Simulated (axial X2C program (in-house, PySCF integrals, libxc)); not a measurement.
## Levels of HfC⁺ by electron attachment to HfC²⁺ (EOM-EA-CCSD)

Calculated with an axial X2C code built on PySCF integrals: two-component X2C with atomic mean-field Coulomb and Gaunt terms, Gaussian nuclei, basis Hf dyall-acv3z, C dyall-av3z with contracted cores.

R = 1.802 Å (0.960 times 1.877 Å, the PBE0 minimum at charge 1 for the lowest determinant).

Levels of HfC⁺ obtained by attaching an electron to HfC²⁺:

```json
{"Ω": "1/2", "binding energy (eV)": "14.085", "above lowest (cm⁻¹)": "0", "attached spinor": "42% C pσ, 15% Hf dσ, 12% Hf dπ", "one-particle weight": "0.92"}
{"Ω": "1/2", "binding energy (eV)": "13.516", "above lowest (cm⁻¹)": "4585", "attached spinor": "49% Hf sσ, 23% Hf dσ, 12% C pσ", "one-particle weight": "0.96"}
{"Ω": "3/2", "binding energy (eV)": "12.483", "above lowest (cm⁻¹)": "12924", "attached spinor": "92% Hf dδ", "one-particle weight": "0.95"}
{"Ω": "5/2", "binding energy (eV)": "12.248", "above lowest (cm⁻¹)": "14816", "attached spinor": "93% Hf dδ", "one-particle weight": "0.95"}
{"Ω": "1/2", "binding energy (eV)": "10.869", "above lowest (cm⁻¹)": "25941", "attached spinor": "39% Hf pπ, 29% Hf dπ, 14% C pπ", "one-particle weight": "0.93"}
```

This point took 32 s on 1 thread of Arm Neoverse V1, with other jobs on the host.

Reference electrons by ω block (each with its −ω partner): 1/2: 22, 3/2: 11, 5/2: 4, 7/2: 1. 14 electrons of HfC²⁺ correlated (inner shells frozen), 92 natural virtual spinors (a truncated set); levels can be off by some tenths of an eV. Roots sought by Ω: (1/2: 5, 3/2: 4, 5/2: 2, 7/2: 1); rows need 60 % one-particle weight and stop where some Ω has no more roots. Missing are any skipped roots, higher Ω and states of a further excitation; these come out far too high here and may in truth be low or lowest. T1 of the reference 0.021 (Lee–Taylor). The reference was not checked to be the lowest state of its species. Number of frozen shells: Hf 4 s, 3 p, 2 d, 1 f; C 1 s.
